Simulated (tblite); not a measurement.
Compound: C7H11O (doublet state).
Numbering: `[O:1][CH2:2][C@:3]12[CH2:4][CH2:5][C@H:6]([CH2:7]1)[CH2:8]2` (hydrogens: H9, H10 on C2; H11, H12 on C4; H13, H14 on C5; H15 on C6; H16, H17 on C7; H18, H19 on C8)

The geometry is computed with GFN2-xTB (gas phase). This method treats the open shell by occupation alone, without spin polarisation.

List the bond lengths, angles and torsions at this level.

```tsv
bond	length (Å)
O1–C2	1.305
C2–C3	1.569
C3–C4	1.528
C4–C5	1.545
C5–C6	1.531
C6–C7, C6–C8	1.539
C3–C7, C3–C8	1.533
C2–H9, C2–H10	1.113
C4–H11, C4–H12	1.088
C5–H13, C5–H14	1.089
C6–H15	1.087
C7–H16, C8–H19	1.087
C7–H17, C8–H18	1.087
```

Bonds in one row agree within 0.01 Å and their mean is given. A selection of angles:
```tsv
angle	degrees
O1–C2–C3	111.2
C2–C3–C4	117.6
C2–C3–C7	119.6
C2–C3–C8	121.3
C4–C3–C7	102.6
C7–C3–C8	88.0
C3–C4–C5	98.2
C4–C5–C6	98.8
C5–C6–C7	101.9
C7–C6–C8	87.5
C3–C7–C6	81.0
```

Torsions: O1–C2–C3–C4 54° (synclinal); C2–C3–C4–C5 -179° (antiperiplanar); C3–C4–C5–C6 0° (synperiplanar); C4–C5–C6–C7 45° (synclinal); C5–C6–C7–C3 -67° (synclinal); C5–C6–C8–C3 67° (synclinal); C2–C3–C7–C6 -160° (antiperiplanar); C2–C3–C8–C6 159° (antiperiplanar).

The 5-membered ring C3–C4–C5–C6–C7 has internal angles of 81.0° to 102.6°; it is puckered, 0.33 Å rms from its mean plane, widest ring torsion 68°. The C–C distances run from 1.528 Å (C3–C4, drawn single) to 1.569 Å (C2–C3, drawn single), a spread of 0.041 Å. The 4-membered ring C3–C7–C6–C8 has internal angles of 81.0° to 88.0°; it is puckered, 0.24 Å rms from its mean plane, widest ring torsion 35°. Of the pairs four or more bonds apart, H17···H18 is among the closest relative to their van der Waals radii: 2.41 Å, 100 % of the sum of Bondi's values. The 5-membered ring C3–C4–C5–C6–C8 has internal angles of 81.0° to 102.7° (sum 483°, against 540° for a flat polygon); it is puckered, 0.33 Å rms from its mean plane, widest ring torsion 68°.

Point group: C1 (no symmetry element, even within 0.4 Å). Its GFN2-xTB frequencies are all real (lowest 85 cm⁻¹).

One conformer stands for the species.
